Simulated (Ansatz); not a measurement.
One change: `C[SiH](N)O[SiH3]` becomes `C[SiH2]O[SiH3]`.

Ansatz, PBE0-D4/def2-TZVP geometries, multiplicity 1. Each molecule was computed in one conformer, which needn't be the lowest.

```json
{"property": "LUMO energy (ωB97M-V/def2-TZVPP) / eV", "`C[SiH](N)O[SiH3]`": "1.91"}
{"property": "HOMO–LUMO gap (PBE0/def2-TZVPP) / eV", "`C[SiH](N)O[SiH3]`": "8.02"}
{"property": "size of the dipole moment (B3LYP/def2-TZVPP) / D", "`C[SiH](N)O[SiH3]`": "1.44"}
{"property": "HOMO energy (B3LYP/def2-TZVPP) / eV", "`C[SiH](N)O[SiH3]`": "-7.40"}
{"property": "size of the dipole moment (PBE/def2-TZVPP) / D", "`C[SiH](N)O[SiH3]`": "1.48"}
{"property": "HOMO energy (PBE/def2-TZVPP) / eV", "`C[SiH](N)O[SiH3]`": "-6.19"}
```

Task: Give the same properties after the change, and the shifts. (Estimate.)

Result: Computed: 
```csv
property,`C[SiH2]O[SiH3]`,shift
LUMO energy (ωB97M-V/def2-TZVPP) / eV,1.77,-0.14
HOMO–LUMO gap (PBE0/def2-TZVPP) / eV,8.61,0.59
size of the dipole moment (B3LYP/def2-TZVPP) / D,0.65,-0.79
HOMO energy (B3LYP/def2-TZVPP) / eV,-8.34,-0.94
size of the dipole moment (PBE/def2-TZVPP) / D,0.74,-0.74
HOMO energy (PBE/def2-TZVPP) / eV,-7.11,-0.92
```

With PBE0 the HOMO falls by 0.87 eV and the LUMO falls by 0.28 eV, so the gap widens by about 0.59 eV. PBE moves the HOMO by -0.92 eV and ωB97M-V by -0.75 eV. Dipoles are sizes alone; their direction can turn.

B3LYP here is the variant with VWN-RPA as its local correlation; programs differ in this.
